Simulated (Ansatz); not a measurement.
Ansatz (a first-principles code) input (SVWN5/def2-TZVPD):

Ansatz 0.2 input:
```yaml
crystal:
  periodic: [false, false, false]
  atoms:
    - {symbol: N, position_ang: [0.24931236, 1.76830993, -0.05892748]}
    - {symbol: Si, position_ang: [0.00349399, 0.15400650, 0.01799708]}
    - {symbol: N, position_ang: [1.04827192, -0.65329714, -1.16818467]}
    - {symbol: N, position_ang: [-1.66688696, -0.42170750, -0.13148280]}
    - {symbol: F, position_ang: [0.39723034, -0.73224629, 1.37126770]}
    - {symbol: H, position_ang: [-0.43319788, 2.35199579, 0.41303843]}
    - {symbol: H, position_ang: [1.68177598, -1.32491151, -0.75264744]}
    - {symbol: H, position_ang: [1.60272674, 0.04324249, -1.65070875]}
    - {symbol: H, position_ang: [-2.12146148, -0.05870947, -0.95938154]}
    - {symbol: H, position_ang: [-1.76871370, -1.43062864, -0.13350446]}
basis:
  gaussian:
    orbitals: def2-TZVPD
hamiltonian:
  xc: {name: SVWN5}
total_charge: -1
output: {forces: true}
```

Output:

```
Functional definition: SVWN5
integrals: 0.17 GiB planned
1264 factors; their error is unknown
0.17 GiB of the device are held for the grids
1.30 GiB of device memory are held for the factors and their scratch space
mean field: 1.11 GiB planned
mean field evaluation 1: about -15050.3752 eV, gradient 9.9e1 eV
mean field evaluation 2: about -14903.4286 eV, gradient 2.1e2 eV
mean field evaluation 4: about -15067.8882 eV, gradient 2.7e1 eV
mean field evaluation 8: about -15069.1780 eV, gradient 4.4e-1 eV
mean field evaluation 16: about -15069.1655 eV, gradient 1.7e-3 eV
mean field -15069.16545704 eV, -553.7816162989 hartree, gradient 1.0e-5 eV, S^2 0.000000; 0 other end points of the search recorded, 0 dependent functions left out
the calculation of the forces begins
reference -15069.16550648 eV, -553.7816181160 hartree; 25, 25 occupied and 214, 214 virtual orbitals, 1264 factors
Total energy: -15069.16550648 eV, -553.7816181160 hartree
Atom 0 at     0.249312     1.768310    -0.058927 Å, force     0.231227    -0.333365    -0.191248 eV/Å
Atom 1 at     0.003494     0.154006     0.017997 Å, force    -0.013556    -0.305024    -0.036419 eV/Å
Atom 2 at     1.048272    -0.653297    -1.168185 Å, force    -0.621290     0.114929     0.276882 eV/Å
Atom 3 at    -1.666887    -0.421708    -0.131483 Å, force     0.499095     0.327412     0.355245 eV/Å
Atom 4 at     0.397230    -0.732246     1.371268 Å, force    -0.074995     0.104098    -0.261186 eV/Å
Atom 5 at    -0.433198     2.351996     0.413038 Å, force    -0.258159     0.265084     0.166729 eV/Å
Atom 6 at     1.681776    -1.324912    -0.752647 Å, force     0.227028    -0.307165     0.200925 eV/Å
Atom 7 at     1.602727     0.043242    -1.650709 Å, force     0.205477     0.356139    -0.217699 eV/Å
Atom 8 at    -2.121461    -0.058709    -0.959382 Å, force    -0.179079     0.207076    -0.336584 eV/Å
Atom 9 at    -1.768714    -1.430629    -0.133504 Å, force    -0.015748    -0.429185     0.043355 eV/Å
Dipole moment:    -0.130966    -0.711106    -0.145305 e Å
```

It need not be the lowest isomer of its formula. Whether it binds its extra electron was not tested at this geometry.
